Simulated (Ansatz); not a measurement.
System: methylaminoboronic acid, CH$_{6}$BNO$_{2}$, charge 0, multiplicity 1. 
Coordinates optimised at B3LYP-D3(BJ)/def2-TZVP (Ansatz, a first-principles code):
```
N
H 1 1.0057
B 1 1.4228 2 119.38
O 3 1.3752 1 122.75 2 -173.41
H 4 0.9593 3 114.46 1 4.27
O 3 1.3771 4 114.73 5 -176.25
H 6 0.9593 3 114.63 4 -176.32
C 1 1.4507 2 114.07 3 -172.86
H 8 1.0909 1 110.60 2 -34.11
H 8 1.0926 9 106.45 1 120.00
H 8 1.0963 9 107.88 10 115.73
```
Charge 0, spin multiplicity 1.

Dipole moments at this geometry, in debye (magnitudes).

| level | program | dipole (D) |
|---|---|---|
| SVWN5/def2-TZVPD | Ansatz | 3.78 |
| PBE/def2-TZVPD | Ansatz | 3.65 |
| revPBE/def2-TZVPD | Ansatz | 3.61 |
| r2SCAN/def2-TZVPD | Ansatz | 3.70 |
| B97M-V/def2-TZVPD | Ansatz | 3.61 |
| B3LYP/def2-TZVPD | Ansatz | 3.76 |
| BHLYP/def2-TZVPD | Ansatz | 3.87 |
| r2SCANh/def2-TZVPD | Ansatz | 3.74 |
| r2SCAN0/def2-TZVPD | Ansatz | 3.79 |
| HSE06/def2-TZVPD | Ansatz | 3.75 |
| LC-wPBE/def2-TZVPD | Ansatz | 3.86 |
| wB97M-V/def2-TZVPD | Ansatz | 3.76 |
| wB97X-V/def2-TZVPD | Ansatz | 3.79 |
| CCSD(T)/aug-cc-pVDZ | Ansatz | 3.75 |
